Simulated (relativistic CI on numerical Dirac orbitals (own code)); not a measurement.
# From line strength to rate: Pb II 2203.53 Å (air)

Problem. For 6s2.6p 2P°_3/2 – 6s2.7s 2S_1/2 of Pb II a semi-empirical relativistic CI calculation gives the line strength S = 5.412 e²a₀² in the length gauge. The measured levels are 14081.07 and 59448.56 cm⁻¹ (NIST Handbook). Find gf, f, A and the partial lifetime.

Working.
1. σ = 59448.56 − 14081.07 = 45367.49 cm⁻¹, so the vacuum wavelength is 10⁸/σ = 2204.22 Å.
2. gf = 303.756 S/λ(Å) = 0.7458, log gf = -0.127; with g = 4 for the lower level, f = 0.186.
3. A = 2.02613 × 10¹⁸ S/(g_u λ³) with g_u = 2: A = 5.12 × 10^8 s⁻¹.
4. The partial lifetime for this S is 1/A = 1.95 ns; in the calculation this line carries 58 % of the decay of the upper level.

Check. The Handbook lists A = 4.94 × 10^8 s⁻¹, a tabulated value with its own uncertainty (a few per cent for the best lines, 25 % or more for others); ours lies 4 % above it. The velocity form of the same calculation gives S = 4, and the gap between the two forms is a rough gauge of the error in S. With the computed energy (46075 cm⁻¹) in place of the measured one the rate would change by the factor (σ_calc/σ)³ = 1.05.
